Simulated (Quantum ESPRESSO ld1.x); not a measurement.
The numbers below are computed, except where a source is named.
Yb3+, configuration [Xe] 4f12.5 5d0.5 (fractional occupations, a model configuration). Code: ld1.x of Quantum ESPRESSO 7.5. Model: scalar-relativistic Kohn-Sham, PBE, spin-unpolarised, spherical densities, point nucleus. Some entries of the table are withheld. Estimate them.

orbital,occ.,eigenvalue (eV),<r> (bohr)
1s,2,-61283.2,(1)
2s,2,-10414.5,0.08333
2p,6,-9182.17,0.07415
3s,2,-2377.88,0.2167
3p,6,-2006.49,0.2162
3d,10,-1554.60,0.1961
4s,2,-498.753,0.4873
4p,6,-376.676,0.5172
4d,10,-216.036,0.5576
5s,2,(2),1.178
5p,6,-58.8841,1.376
4f,12.5,-39.7132,0.7160
5d,0.5,-26.0628,(3)

Answer. 
(1) 1s <r> (bohr): 0.01966
(2) 5s eigenvalue (eV): -87.9783
(3) 5d <r> (bohr): 2.011
